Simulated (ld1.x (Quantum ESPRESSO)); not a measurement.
## I, TM semilocal: configuration errors across variants

```json
{
  "Element": "I",
  "Generator": "ld1.x (Quantum ESPRESSO) 7.5",
  "Type": "norm-conserving Troullier–Martins (semilocal form)",
  "Functional": "LDA (PZ)",
  "Relativity": "scalar-relativistic",
  "Frozen core": "[Ar] 3d10 4s2",
  "Valence charge": "23",
  "Reference configuration": "4p6 4d10 5s2 5p5",
  "Partial waves": "5s (bound): rc 1.55 bohr; 4d (bound): rc 1.00 bohr; 4f channel at -0.15 Ry: rc 1.45 bohr; 4p (bound): rc 0.75 bohr",
  "Local potential": "the p channel",
  "Core correction": "none"
}
```

Occupied shells without a wave of their own: 5p. They enter only through the test configuration that unscreens the potential.

All-electron excitation energies from the reference (eV): (1) 4p6 4d10 5s2 5p4 11.305; (2) 4p6 4d10 5s2 5p3 31.369; (3) 4p6 4d10 5s2 5p2 60.983; (4) 4p5 4d10 5s2 5p5 136.178; (5) 4p6 4d10 5s2 5p5.3 -1.829; (6) 4p6 4d10 5s1 5p5 22.374; (7) 4p6 4d9 5s2 5p6 45.775; (8) 4p6 4d10 5s2 5p5 spin -0.121; (9) 4p6 4d10 5s2 5p4 spin 10.743.

Spin tests fill each open shell by Hund’s rule, majority spin first.

A semilocal file is local in each channel, so a ghost entry of none says nothing of the separable form that plane-wave codes build from it.

For the base: The 5p level has no wave, so the channel is fitted at the deeper level alone: the likely source of the large errors.

On the changes marked as counting shells twice: ld1.x takes every shell without a wave as core, so the model core holds the marked electrons as well and exchange and correlation see them twice. This cancels in the reference configuration, but the file is broken for other ones, and its errors say nothing about a proper core correction.

2 further variants failed, have other tests or another functional or relativity, and are left out.

Errors AE − PS in meV (a dash: test not solved or not reliable):

| change | (1) | (2) | (3) | (4) | (5) | (6) | (7) | (8) | (9) | bound ghosts |
| --- | --- | --- | --- | --- | --- | --- | --- | --- | --- | --- |
| base | -169 | -406 | -715 | -52 | +37 | -20 | +194 | +1.0 | -164 | none |
| all radii scaled by about 1.34 (s 2.08, p 1.00, d 1.34, f 1.94 bohr) | -325 | -781 | -1376 | -57 | +72 | -36 | +383 | +1.6 | -319 | none |
| wave 4d (bound): rc 1.00 bohr becomes 4d (bound): rc 1.08 bohr | -169 | -406 | -715 | -54 | +37 | -20 | +194 | +1.1 | -164 | none |
| core correction a·sin(br)/r model core inside 0.82 bohr (5p counted twice) | -258 | -773 | -1565 | -144 | +29 | -88 | +150 | -29 | -407 | none |
| wave 4f channel at -0.15 Ry: rc 1.45 bohr becomes 4f channel at -0.15 Ry: rc 2.06 bohr | -169 | -406 | -715 | -52 | +37 | -20 | +194 | +1.0 | -164 | none |

Task: Give the same row for: wave 4p (bound): rc 0.75 bohr becomes 4p (bound): rc 1.04 bohr.

Result: -376, -905, -1595, -36, +83, -38, +432, +1.6, -370; bound ghosts: none.
